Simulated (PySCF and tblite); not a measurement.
The numbers below are computed, except where a source is named.
C₄H₁₀O₂S, numbered as in [CH3:1][CH2:2][CH2:3][S:4]([CH3:5])(=[O:6])=[O:7].

Geometries GFN2-xTB; weights from PBE0-D3(BJ)/pcSseg-1 (IEF-PCM, chloroform) energies and GFN2-xTB thermal corrections, with symmetry numbers and mirror pairs. Conformers within 3 kcal/mol (GFN2-xTB free energy) were kept, 10 at most. Programs: PySCF with density fitting and tblite.

Rotational constants are equilibrium values for the commonest isotopes; dipoles come from the energy level named and are polarised by its solvent model.

Torsions listed: C1–C2–C3–S4, C2–C3–S4–O6. Of a mirror pair one member is shown.

```
conformer        shape   symmetry
        1  168°, -177°  C1 (pair)
        2   180°, -65°         Cs
        3   -74°, -51°  C1 (pair)
        4    -70°, 59°  C1 (pair)
        5  -66°, -146°  C1 (pair)
```

Q: Give the rotational constants and dipole components.

A: 
```json
{"conformer": "1", "A (MHz)": "4027", "B (MHz)": "1295", "C (MHz)": "1260", "abs μa (D)": "3.83", "abs μb (D)": "3.48", "abs μc (D)": "2.53", "κ": "-0.97", "Ic−Ia−Ib (u Å²)": "-114.5"}
{"conformer": "2", "A (MHz)": "4226", "B (MHz)": "1276", "C (MHz)": "1245", "abs μa (D)": "1.41", "abs μb (D)": "5.27", "abs μc (D)": "0.01", "κ": "-0.98", "Ic−Ia−Ib (u Å²)": "-109.5"}
{"conformer": "3", "A (MHz)": "3834", "B (MHz)": "1558", "C (MHz)": "1489", "abs μa (D)": "0.20", "abs μb (D)": "4.16", "abs μc (D)": "3.44", "κ": "-0.94", "Ic−Ia−Ib (u Å²)": "-116.9"}
{"conformer": "4", "A (MHz)": "3567", "B (MHz)": "1564", "C (MHz)": "1533", "abs μa (D)": "3.25", "abs μb (D)": "4.32", "abs μc (D)": "1.76", "κ": "-0.97", "Ic−Ia−Ib (u Å²)": "-135.1"}
{"conformer": "5", "A (MHz)": "3545", "B (MHz)": "1647", "C (MHz)": "1528", "abs μa (D)": "3.42", "abs μb (D)": "2.03", "abs μc (D)": "3.89", "κ": "-0.88", "Ic−Ia−Ib (u Å²)": "-118.8"}
```


Conformer gaps in pcSseg-1 on xTB geometries can be 2 kcal/mol off for S=O, P=O and other polar bonds.